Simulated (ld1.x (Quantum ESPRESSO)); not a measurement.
PBE TM dataset for Be (Z = 4), scalar-relativistic all-electron reference.

ld1.x (Quantum ESPRESSO) 7.5 input, shortened:

```
&input
   title='Be', zed=4., rel=1, dft='PBE', iswitch=3,
   config='[He] 2s2 2p0 3d-2'
 /
 &inputp
   pseudotype=2, tm=.true., lloc=0,
   nlcc=.false.
 /
3
2P  2  1   0.00   0.00  4.20  4.20  0.0
3D  3  2  -2.00   0.35  4.35  4.35  0.0
1S  1  0   2.00   0.00  0.30  0.30  0.0
 &test
   configts(1)='1s2 2s2 2p0'
 /
```

Occupied shells without a wave of their own: 2s. They enter only through the test configuration that unscreens the potential.

All-electron outer shells of the reference configuration (PBE, scalar-relativistic, ld1.x):

```tsv
shell	level (eV)	outermost node (bohr)	outermost maximum (bohr)
1s	-106.21	–	0.27
2s	-5.61	0.59	2.04
2p	-2.02	–	2.28
```

What the tests gave:

```json
{
 "Configuration tests": "3 of 7 tests not solved or not reliable; not counted: 1s2 2s0 2p2 (solver errors, printed error -14.4 eV); 1s2 2s0 2p1 (solver errors, printed error -4.2 eV); 1s2 2s1 2p1 (solver errors, printed error -3.4 eV)"
}
```

A Bessel basis up to 400 Ry misses an occupied level by 0.03 Ry, so cutoffs and ghosts were not judged.

Generation and tests took about 1.5 s on one core of a shared server CPU.
